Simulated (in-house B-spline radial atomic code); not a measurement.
Ionising the cobalt ion Co⁶⁺ with different functionals

Computed with a radial B-spline atomic code at the basis-set limit: scalar-relativistic (spin-free X2C) Hamiltonian, Fermi nucleus of rms radius 3.7875 fm, spin-polarised at highest spin, spherical fractional occupations for the functionals, and exact exchange of hybrids averaged over the configuration. The ionisation energy is the difference of two self-consistent energies, [Ar] 3d3 → [Ar] 3d2, without Breit or QED terms; ε is the level of the shell that loses the electron (its least bound occupied spin orbital).

```csv
method,rung,ΔSCF (eV),-ε(3d) (eV)
PBE0,global hybrid,129.50,120.02
B3LYP,global hybrid,129.60,119.35
TPSSh,global hybrid,129.36,117.65
BHandHLYP,global hybrid,129.42,123.66
r2SCAN0,global hybrid,129.67,120.31
B97-1,global hybrid,129.43,119.33
HSE06,range-separated hybrid,129.43,119.53
wB97X,range-separated hybrid,129.13,121.97
CAM-B3LYP,range-separated hybrid,129.55,121.37
LC-wPBE,range-separated hybrid,129.49,121.97
```

Q: Among the functionals, which spreads more, the ΔSCF values or the orbital energies?

A: The orbital energies: ΔSCF values span about 0.54 eV and the orbital energies 6.01 eV; here energy differences depend much less on the functional than eigenvalues do.

Q: How do they compare with the NIST value?

A: NIST lists 128.9 eV ± 0.5 (semi-empirical, ground level to ground level). Errors run from +0.23 to +0.77 eV; all lie within about twice that uncertainty, so the table can't rank the methods.
